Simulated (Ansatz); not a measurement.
Consider the formal exchange of groups at a Ge–C bond: `B[SiH2][CH2][GeH3]` + `[OH][GeH2][GeH3]` → `[OH][GeH]([GeH3])[GeH3]` + `B[SiH2]C`.

Computed with Ansatz on PBE0-D4/def2-TZVP structures; ΔE is electronic, products minus reactants. CCSD(T)/CBS adds triple-zeta CCSD(T) − MP2 to the extrapolated MP2 energy (def2 sets, frozen cores). DFT in def2-TZVPP. B3LYP here is the variant with VWN-RPA as its local correlation; programs differ in this. For Ge outer-core shells are correlated without core-valence functions, which leaves a few kJ/mol of doubt a bond. Scalar relativity is left out up to krypton. One conformer a species, not always the lowest.

```tsv
species	B3LYP-D4 energy (Eh)
`B[SiH2][CH2][GeH3]`	-2434.94980
`[OH][GeH2][GeH3]`	-4233.00047
`[OH][GeH]([GeH3])[GeH3]`	-6311.27150
`B[SiH2]C`	-356.69791
```

(1) Work out ΔE.

Largest T1 diagnostic among the species: 0.012.

Answers

(1) ΔE = (-6311.27150) + (-356.69791) − (-2434.94980) − (-4233.00047) = -0.01914 Eh = -50.3 kJ/mol. CCSD(T)/CBS gives -41.8 kJ/mol.
